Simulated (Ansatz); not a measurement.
Reaction (formal hydrolysis of a B–C bond): `C#CB(C)F` + H₂O → `CB(O)F` + `C#C`

Isolated molecules relaxed with PBE0-D4/def2-TZVP in Ansatz; ΔE leaves out vibrations. CCSD(T)/CBS is the MP2 limit (def2-TZVPP, def2-QZVPP) plus CCSD(T) − MP2 in def2-TZVPP, frozen cores. This one scheme is used for every species. Functionals use def2-TZVPP. One conformer a species, not always the lowest.

```csv
level,ΔE (eV)
r2SCAN0,-1.05
CCSD/def2-SVP,-1.25
```

Problem. What does CCSD(T)/CBS give? (Estimate.)

Solution. Computed: -1.00 eV. The listed levels differ from it by -0.05, -0.25 eV.

Problem. What do rigid-rotor, harmonic-oscillator terms from PBE0-D4/def2-TZVP frequencies (298.15 K, 1 bar) make of the CCSD(T)/CBS value? (Best estimate.)

Solution. Computed: ΔZPE = +0.05 eV, ΔH = -0.98 eV, ΔS = -23 J/(mol·K), ΔG = -0.91 eV. Modes under 50 cm⁻¹ make the entropy rough.

Largest T1 diagnostic among the species: 0.013.

Leaving LDA and LC-ωPBE aside and taking each functional with its dispersion term where it has one, the values, not all of them listed here, spread over 0.17 eV, from CAM-B3LYP-D4 to revPBE-D4. LDA lies −0.08 eV from PBE without D4. From PBE to PBE0 (25 % exact exchange), in def2-TZVPP and without D4, ΔE moves by −0.04 eV. In def2-TZVPP, CCSD(T) changes the Hartree–Fock value by +0.10 eV (the triples alone add +0.02 eV) and MP2 by +0.13 eV.
